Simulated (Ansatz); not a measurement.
Ti3. Total charge 0; singlet. Geometry PBE0-D4/def2-TZVP.

Cartesian coordinates in Å:
```
Ti 0.331 0.210 -1.276
Ti -0.659 -1.109 0.346
Ti 0.328 0.898 0.931
```

The restricted singlet is unstable towards broken spin symmetry at other levels; at PBE-D4/def2-SVP, r2SCAN-D4/def2-TZVPD, PBE0-D4/def2-TZVP, r2SCAN0-D4/def2-TZVP this wasn't settled. At PBE-D4/def2-TZVP the restricted singlet is unstable: a solution with broken spin symmetry lies lower. The geometry of the singlet was relaxed on an unsound state (restricted singlet, unstable towards broken spin symmetry at other levels and untested here). The order of the spin states hangs on the level: the triplet lies 1.22 eV below the singlet at PBE0-D4/def2-TZVP, but 0.12 eV above it at PBE-D4/def2-TZVP. The singlet is doubtful at PBE0-D4/def2-TZVP (restricted singlet, unstable towards broken spin symmetry at other levels and untested here). The triplet is doubtful at PBE0-D4/def2-TZVP (⟨S²⟩ 4.79, where a pure state has 2.00). The singlet is doubtful at PBE-D4/def2-TZVP (restricted singlet, unstable towards broken spin symmetry). The triplet is doubtful at PBE-D4/def2-TZVP (⟨S²⟩ 3.63, where a pure state has 2.00). The structure comes from a short search, and lower isomers may exist.

Estimate the orbital energies around the gap (eV) in Ansatz with PBE-D4/def2-SVP, PBE-D4/def2-TZVP, r2SCAN-D4/def2-TZVPD, PBE0-D4/def2-TZVP, r2SCAN0-D4/def2-TZVP.


```tsv
orbital	PBE-D4/def2-SVP	PBE-D4/def2-TZVP	r2SCAN-D4/def2-TZVPD	PBE0-D4/def2-TZVP	r2SCAN0-D4/def2-TZVP
HOMO−13	-35.88	-36.01	-37.30	-39.41	-40.28
HOMO−12	-35.88	-36.01	-37.29	-39.41	-40.28
HOMO−11	-35.77	-35.96	-37.21	-39.32	-40.16
HOMO−10	-35.54	-35.73	-36.96	-39.05	-39.88
HOMO−9	-35.54	-35.72	-36.96	-39.04	-39.88
HOMO−8	-35.15	-35.28	-36.50	-38.60	-39.43
HOMO−7	-34.71	-34.84	-36.13	-38.23	-39.09
HOMO−6	-34.71	-34.83	-36.13	-38.23	-39.09
HOMO−5	-4.58	-4.68	-4.79	-5.38	-5.50
HOMO−4	-3.74	-3.95	-3.98	-4.61	-4.64
HOMO−3	-3.72	-3.95	-3.97	-4.58	-4.61
HOMO−2	-3.13	-3.29	-3.34	-4.04	-4.10
HOMO−1	-3.13	-3.29	-3.34	-4.04	-4.10
HOMO	-2.72	-3.09	-3.11	-3.61	-3.63
LUMO	-2.48	-2.80	-2.49	-1.74	-1.70
LUMO+1	-2.48	-2.80	-2.49	-1.73	-1.69
LUMO+2	-2.28	-2.40	-2.30	-1.33	-1.17
LUMO+3	-2.27	-2.40	-2.29	-1.33	-1.17
LUMO+4	-1.23	-1.60	-1.48	-0.73	-0.67
LUMO+5	-1.22	-1.59	-1.47	-0.72	-0.67
```
